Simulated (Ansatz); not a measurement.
Reaction (ligand exchange at the Si–O bond): `F[SiH2]O[SiH](F)F` + `N[SiH2]F` → `F[SiH2]N[SiH](F)F` + `O[SiH2]F`

Calculated with Ansatz (gas phase, PBE0-D4/def2-TZVP geometries, no zero-point term in ΔE). CBS: MP2 limit from def2 TZ/QZ plus the TZ coupled-cluster correction, frozen cores. Each species was taken in one conformer, which may not be the lowest.

`F[SiH2]O[SiH](F)F`:

Cartesian coordinates in Å:
```
F 2.040 -1.497 0.002
Si 1.329 -0.326 0.809
O -0.202 -0.193 0.278
Si -1.358 0.284 -0.729
F -0.728 1.145 -1.896
F -2.359 1.221 0.053
H 1.295 -0.706 2.233
H 2.071 0.923 0.543
H -2.088 -0.852 -1.293
```

`N[SiH2]F`:

Cartesian coordinates in Å:
```
N 0.249 -0.910 0.455
Si -0.069 0.542 -0.361
F -1.250 1.422 0.274
H 0.768 -0.935 1.317
H -0.339 -1.720 0.349
H -0.503 0.216 -1.737
H 1.144 1.386 -0.296
```

`F[SiH2]N[SiH](F)F`:

Cartesian coordinates in Å:
```
F -1.626 0.618 -1.950
Si -0.443 -0.336 -1.458
N -0.367 -0.422 0.254
Si 0.622 0.468 1.311
F -0.252 1.238 2.386
F 1.551 -0.495 2.161
H 0.825 0.245 -1.946
H -0.736 -1.677 -2.005
H -1.024 -1.057 0.689
H 1.451 1.418 0.558
```

`O[SiH2]F`:

Cartesian coordinates in Å:
```
O -0.620 1.086 -0.235
Si 0.014 -0.393 0.021
F 0.534 -0.539 1.523
H -0.034 1.842 -0.283
H -1.085 -1.356 -0.181
H 1.190 -0.641 -0.844
```

| species | CCSD(T)/CBS(def2) energy (Eh) |
| --- | --- |
| `F[SiH2]O[SiH](F)F` | -954.82690 |
| `N[SiH2]F` | -446.07709 |
| `F[SiH2]N[SiH](F)F` | -934.91965 |
| `O[SiH2]F` | -465.96250 |

Task: Work out ΔE.

Result: ΔE = (-934.91965) + (-465.96250) − (-954.82690) − (-446.07709) = 0.02184 Eh = +57.3 kJ/mol.

Largest T1 diagnostic among the species: 0.012.

From BLYP to BHLYP (50 % exact exchange), in def2-TZVPP and without D4, ΔE moves by +6.1 kJ/mol. In def2-TZVPP, CCSD(T) changes the Hartree–Fock value by −14.6 kJ/mol (the triples alone add −2.4 kJ/mol) and MP2 by −15.0 kJ/mol. At CCSD(T), def2-SVP lies −6.0 kJ/mol from the extrapolated value and def2-TZVPP −0.8 kJ/mol.
